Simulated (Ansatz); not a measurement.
Relaxation of CH3FSSi (7 atoms, charge 0, multiplicity 1), to a largest force component of 0.02 eV/Å in at most 50 steps.

Theory: RKS PBE/6-31G* (Ansatz 0.2.0).

```xyz
7
Properties=species:S:1:pos:R:3
F -1.739 0.870 0.064
Si -0.197 0.723 -0.021
C 0.146 -1.100 0.012
S 1.835 -1.613 -0.038
H 0.283 1.357 -1.294
H 0.400 1.464 1.136
H 2.965 -2.405 -0.041
```

Where does it end, and by what steps?

The run converged. After 15 steps the energy has fallen by 3.020 eV; H7 moved furthest, 0.73 Å.

| step | energy less start (eV) | largest force component (eV/Å) | accepted |
| --- | --- | --- | --- |
| 0 | 0.0000 | 4.429 | yes |
| 1 | -1.4647 | 3.910 | yes |
| 2 | -2.3488 | 2.664 | yes |
| 3 | -2.6958 | 1.685 | yes |
| 4 | -2.9024 | 0.799 | yes |
| 5 | -2.9686 | 0.643 | yes |
| 6 | -2.9934 | 0.459 | yes |
| 7 | -3.0034 | 0.256 | yes |
| 8 | -3.0081 | 0.196 | yes |
| 9 | -3.0132 | 0.118 | yes |
| 10 | -3.0172 | 0.097 | yes |
| 11 | -3.0174 | 0.108 | yes |
| 12 | -3.0171 | 0.105 | no |
| 13 | -3.0194 | 0.067 | yes |
| 14 | -3.0197 | 0.065 | yes |
| 15 | -3.0198 | 0.017 | yes |

```xyz
7
Properties=species:S:1:pos:R:3
F -1.739 0.580 0.161
Si -0.131 0.724 -0.020
C 0.601 -0.967 -0.128
S 2.165 -1.307 0.161
H 0.175 1.335 -1.358
H 0.329 1.609 1.105
H 2.292 -2.679 -0.103
```

Whether the end is a true minimum wasn't checked by a vibrational analysis.

Run time: 40 s on 1 thread of Arm Neoverse V2, on a shared host, peak memory 0.16 GiB.
